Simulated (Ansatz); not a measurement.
# Worked example: GaH2Cl + GeH3(NH2) → GaH2(NH2) + GeH3Cl

Species: GaH2Cl `[Cl][GaH2]`, singlet; GeH3(NH2), singlet; GaH2(NH2), singlet; GeH3Cl (chlorogermane) `[Cl][GeH3]`, singlet. The partners trade Cl for NH2: Ga–Cl and Ge–NH2 bonds give way to Ga–NH2 and Ge–Cl.

Shapes, held fixed at every level: PBE0-D4/def2-TZVP. Programs: Ansatz 0.2.0. The zero-point and thermal change to 298 K, harmonic and unscaled (PBE0-D4/def2-TZVP), is 0.0 kJ/mol.

At CCSD(T)/def2-TZVPP; 1 Eh = 2625.50 kJ/mol:

```
  species   energy (Eh)
   GaH2Cl  -2384.429188
GeH3(NH2)  -2133.280548
GaH2(NH2)  -1980.546097
   GeH3Cl  -2537.162724
```

Task: Work out ΔH(298 K) of the reaction at this level.

Result: 
1. Products less reactants: (-1980.546097) + (-2537.162724) − [(-2384.429188) + (-2133.280548)] = 0.000915 Eh = +2.4 kJ/mol.
2. With the thermal change: +2.4 + (0.0) = +2.4 kJ/mol.

Other levels give +1.1 (B3LYP-D4/def2-TZVPP) to +5.5 kJ/mol (CCSD/def2-SVP). No measured value is set beside it here. Relativity is left out for Ga, Ge unless named. Correlated rows may include outer-core shells of Ga, Ge, which these sets cover unevenly.
